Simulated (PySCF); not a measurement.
# From computed data to an observable: chemical shift, span and skew from a shielding tensor

Si(H)(Cl)(OH)(OEt) (C₂H₇ClO₂Si), SMILES C(O[SiH](Cl)O)C. Atoms are numbered in the order given.

```xyz
13

Si     0.5768    -0.7010     0.4509
O      1.7534    -1.4760    -0.3875
Cl     1.1917     1.1855     1.0519
O     -0.7256    -0.4982    -0.5303
C     -1.8487     0.3344    -0.3297
C     -2.5716     0.5281    -1.6405
H      0.3086    -1.5044     1.6599
H      1.9737    -1.1295    -1.2579
H     -2.5227    -0.1282     0.4146
H     -1.5274     1.3081     0.0821
H     -3.4606     1.1612    -1.5012
H     -2.8936    -0.4400    -2.0517
H     -1.9122     1.0111    -2.3769
```
Charge 0, spin multiplicity 1.

Geometry: PBE0-D3(BJ)/def2-SVP. One conformer was computed; it need not be the lowest.

GIAO shieldings from PySCF with PBE/pcSseg-1, non-relativistic, no solvent. The symmetric part of the tensor of Si1 has the principal values 348.4, 360.5, 402.8 ppm. The same nucleus in TMS has σ = 335.4 ppm at this level (PySCF, at its B3LYP-D3(BJ)/def2-TZVP geometry). Without spin–orbit terms, shifts of atoms bonded to Cl or Br come out too high.

Task: Work out the isotropic shielding, the ²⁹Si shift against TMS, the span and the skew.

Result: 
σ(iso) = (σ11 + σ22 + σ33)/3 = 370.6 ppm. δ = σ(ref) − σ(iso) = 335.4 − (370.6) = -35.2 ppm.
Span Ω = σ33 − σ11 = 54.4 ppm. Skew κ = 3(σ(iso) − σ22)/Ω = 0.56. Tumbling in solution averages the tensor to δ; in a static solid the shielding alone would spread this spin-1/2 line over Ω.
